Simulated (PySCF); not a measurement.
## `C1CCC=C=C(N(C)C)CC1`, C10H17N

Molfile (atoms numbered from 1):
```
C10H17N
     RDKit          3D

 28 28  0  0  0  0  0  0  0  0999 V2000
    3.7562    0.1449   -0.0501 C   0  0  0  0  0  0  0  0  0  0  0  0
    2.5956    0.5513    0.7040 N   0  0  0  0  0  0  0  0  0  0  0  0
    2.8768    1.4297    1.8077 C   0  0  0  0  0  0  0  0  0  0  0  0
    1.4256    0.8296    0.0029 C   0  0  0  0  0  0  0  0  0  0  0  0
    0.5975    1.8322    0.2808 C   0  0  0  0  0  0  0  0  0  0  0  0
   -0.5513    2.4064    0.5568 C   0  0  0  0  0  0  0  0  0  0  0  0
   -1.6412    1.6410    1.2707 C   0  0  0  0  0  0  0  0  0  0  0  0
   -2.3124    0.6234    0.3396 C   0  0  0  0  0  0  0  0  0  0  0  0
   -1.4061   -0.4740   -0.2365 C   0  0  0  0  0  0  0  0  0  0  0  0
   -0.4826   -0.0935   -1.4142 C   0  0  0  0  0  0  0  0  0  0  0  0
    1.0132   -0.1175   -1.1043 C   0  0  0  0  0  0  0  0  0  0  0  0
    4.5049   -0.2884    0.6305 H   0  0  0  0  0  0  0  0  0  0  0  0
    3.4947   -0.6276   -0.7854 H   0  0  0  0  0  0  0  0  0  0  0  0
    4.2358    0.9857   -0.5947 H   0  0  0  0  0  0  0  0  0  0  0  0
    2.0018    1.4875    2.4711 H   0  0  0  0  0  0  0  0  0  0  0  0
    3.7281    1.0398    2.3850 H   0  0  0  0  0  0  0  0  0  0  0  0
    3.1149    2.4638    1.4804 H   0  0  0  0  0  0  0  0  0  0  0  0
   -0.7916    3.4070    0.1706 H   0  0  0  0  0  0  0  0  0  0  0  0
   -1.2141    1.1060    2.1353 H   0  0  0  0  0  0  0  0  0  0  0  0
   -2.4051    2.3302    1.6659 H   0  0  0  0  0  0  0  0  0  0  0  0
   -3.1272    0.1363    0.9028 H   0  0  0  0  0  0  0  0  0  0  0  0
   -2.8025    1.1587   -0.4936 H   0  0  0  0  0  0  0  0  0  0  0  0
   -0.8020   -0.9047    0.5822 H   0  0  0  0  0  0  0  0  0  0  0  0
   -2.0676   -1.2902   -0.5695 H   0  0  0  0  0  0  0  0  0  0  0  0
   -0.7552    0.9021   -1.7994 H   0  0  0  0  0  0  0  0  0  0  0  0
   -0.6511   -0.7922   -2.2498 H   0  0  0  0  0  0  0  0  0  0  0  0
    1.2978   -1.1324   -0.7733 H   0  0  0  0  0  0  0  0  0  0  0  0
    1.5833    0.0780   -2.0297 H   0  0  0  0  0  0  0  0  0  0  0  0
  1  2  1  0
  2  3  1  0
  2  4  1  0
  4  5  2  0
  5  6  2  0
  6  7  1  0
  7  8  1  0
  8  9  1  0
  9 10  1  0
 10 11  1  0
 11  4  1  0
  1 12  1  0
  1 13  1  0
  1 14  1  0
  3 15  1  0
  3 16  1  0
  3 17  1  0
  6 18  1  0
  7 19  1  0
  7 20  1  0
  8 21  1  0
  8 22  1  0
  9 23  1  0
  9 24  1  0
 10 25  1  0
 10 26  1  0
 11 27  1  0
 11 28  1  0
M  END
```

Computed with TDDFT CAM-B3LYP/def2-SVP circular dichroism and optical rotation, one conformer, gas phase (PySCF). Geometry: PBE0-D3(BJ)/def2-SVP.

States above about 6.6 eV (minus the energy of the highest occupied orbital) lie near or above the ionisation threshold and depend on the basis. No stereocentre is labelled: unless the shape is locked (an allene, a helicene, a hindered biaryl), the mirror image is equally populated and a measured rotation or CD is zero.

(1) Draw the ECD and absorption spectra from the lowest 12 states, each a Gaussian of half-width 0.25 eV at 1/e height.

Answers

(1) 
| E (eV) | λ (nm) | Δε (L mol⁻¹ cm⁻¹) | ε (L mol⁻¹ cm⁻¹) |
| --- | --- | --- | --- |
| 4.03 | 308 | -0.31 | 8.99 |
| 4.18 | 297 | -2.41 | 69.2 |
| 4.33 | 286 | -9.02 | 259 |
| 4.48 | 277 | -16.43 | 472 |
| 4.63 | 268 | -14.58 | 418 |
| 4.78 | 259 | -6.29 | 181 |
| 4.93 | 251 | -1.32 | 38 |
| 5.08 | 244 | -0.14 | 3.89 |
| 5.23 | 237 | 0.00 | 0.432 |
| 5.38 | 230 | +0.06 | 7.53 |
| 5.53 | 224 | +0.87 | 116 |
| 5.68 | 218 | +6.32 | 903 |
| 5.83 | 213 | +20.60 | 3780 |
| 5.98 | 207 | +20.45 | 10200 |
| 6.13 | 202 | -34.50 | 20600 |
| 6.28 | 197 | -94.66 | 28900 |
| 6.43 | 193 | -73.18 | 24400 |
| 6.58 | 188 | -17.13 | 12400 |
| 6.73 | 184 | +7.65 | 5350 |
| 6.88 | 180 | +21.42 | 6740 |
| 7.03 | 176 | +37.27 | 12100 |
| 7.18 | 173 | +31.30 | 13100 |
| 7.33 | 169 | +4.78 | 9340 |
| 7.48 | 166 | -9.86 | 6040 |
| 7.63 | 162 | -2.64 | 3920 |
| 7.78 | 159 | +3.41 | 2420 |
| 7.93 | 156 | -9.34 | 2170 |
| 8.08 | 153 | -26.59 | 3570 |

Δε uses R in velocity form, ε uses f in length form. Only the states computed contribute, so the short-wavelength end is incomplete.
